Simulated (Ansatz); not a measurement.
A nudged elastic band was laid between two geometries of CH₇BNSSb (12 atoms, charge 0, multiplicity 1).

Method: RKS PBE0-D4/def2-SVP in Ansatz.

```json
{
 "movable images": "5",
 "climbing image": "yes",
 "spring": "5.0 eV/Å²",
 "optimiser": "quadratic models (default)",
 "start path": "IDPP",
 "force threshold": "0.05 eV/Å",
 "iteration limit": "60",
 "end points": "relaxed"
}
```

Image 0:

```xyz
12
Properties=species:S:1:pos:R:3
B -0.311 2.186 0.696
S -0.540 0.627 1.490
C -0.232 -0.637 0.201
N -1.035 -0.406 -0.967
Sb 1.898 -0.589 -0.384
H 0.020 2.265 -0.458
H -0.507 3.147 1.396
H -0.415 -1.587 0.737
H -2.028 -0.385 -0.731
H -0.895 -1.144 -1.655
H 2.379 -1.484 1.003
H 1.743 -2.049 -1.293
```

Image 6:

```xyz
12
Properties=species:S:1:pos:R:3
B -0.516 2.154 -0.292
S -0.494 1.258 1.225
C -0.150 -0.508 0.779
N -0.872 -0.939 -0.370
Sb 2.033 -0.696 0.550
H -0.331 1.612 -1.349
H -0.735 3.334 -0.174
H -0.388 -1.032 1.726
H -1.858 -1.098 -0.173
H -0.475 -1.771 -0.794
H 1.907 -2.309 -0.054
H 1.956 -0.060 -1.041
```

(1) Which bonds break or form, and what moves?

(2) Give the energies along the band, and the barrier.

(3) What is the geometry of the highest image?

(4) What are the harmonic wavenumbers there?

Answers

(1) No bond is made or broken. The dihedral H8–C3–Sb5–H12 goes from 59 to 171°.

(2) The forces met the threshold. The highest image is number 3 of 0 to 6, 0.072 eV above the first end and 0.056 eV above the last; the last end lies 0.016 eV above the first. A vibrational analysis at the climbing image gives one clearly imaginary mode, 131i cm⁻¹: a first-order saddle point.

```json
{"image": "0", "path coordinate (Å)": "0.00", "energy (eV)": "0.000", "dihedral H8–C3–Sb5–H12 (°)": "59"}
{"image": "1", "path coordinate (Å)": "0.65", "energy (eV)": "0.018", "dihedral H8–C3–Sb5–H12 (°)": "77"}
{"image": "2", "path coordinate (Å)": "1.29", "energy (eV)": "0.056", "dihedral H8–C3–Sb5–H12 (°)": "96"}
{"image": "3", "path coordinate (Å)": "1.94", "energy (eV)": "0.072", "dihedral H8–C3–Sb5–H12 (°)": "115"}
{"image": "4", "path coordinate (Å)": "2.60", "energy (eV)": "0.057", "dihedral H8–C3–Sb5–H12 (°)": "135"}
{"image": "5", "path coordinate (Å)": "3.25", "energy (eV)": "0.030", "dihedral H8–C3–Sb5–H12 (°)": "153"}
{"image": "6", "path coordinate (Å)": "3.91", "energy (eV)": "0.016", "dihedral H8–C3–Sb5–H12 (°)": "171"}
```

(3) 
```xyz
12
Properties=species:S:1:pos:R:3:forces:R:3
B -0.463 2.267 -0.028 0.00 0.01 0.00
S -0.723 1.111 1.278 0.00 0.00 0.00
C -0.172 -0.502 0.592 -0.01 0.01 -0.01
N -0.961 -0.849 -0.555 0.01 0.01 0.01
Sb 1.988 -0.425 0.077 -0.01 -0.02 0.00
H 0.058 1.935 -1.063 0.00 0.00 0.00
H -0.820 3.397 0.191 0.00 0.00 0.00
H -0.255 -1.179 1.464 0.00 0.00 0.00
H -1.947 -0.943 -0.307 0.00 0.00 0.00
H -0.649 -1.725 -0.967 0.00 0.00 0.00
H 2.293 -1.961 0.796 0.01 0.00 0.00
H 1.728 -1.180 -1.444 0.00 0.00 0.00
```

(4) 131i, 79, 145, 204, 237, 284, 392, 453, 506, 611, 652, 702, 771, 816, 839, 842, 909, 1119, 1139, 1173, 1248, 1312, 1611, 1936, 1954, 2595, 2711, 3014, 3515, 3623 cm⁻¹.

The run took 4.7 min on 2 threads of Arm Neoverse V1 (shared host), peak memory 0.32 GiB.
